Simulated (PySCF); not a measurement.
dialuminium oxide (Al2O), SMILES [Al][O][Al] (connectivity only; charge and spin as stated), neutral, multiplicity 1. Geometry optimised at r2SCAN-D4/def2-TZVP.

PySCF with TDA-PBE/def2-TZVPD puts the lowest singlet excitations at 3.76, 3.76, 3.91, 3.91, 5.27, 5.40 eV.

Q: What are the lowest excitation roots from ADC(2)/aug-cc-pVDZ run with PySCF? (The exact figures need the calculation; the answer reports its results.)

A: 4.73, 4.73, 4.78, 4.78, 5.63, 5.93 eV. S1 differs by 0.98 eV (second minus first; roots are paired by order, and the bases may differ).
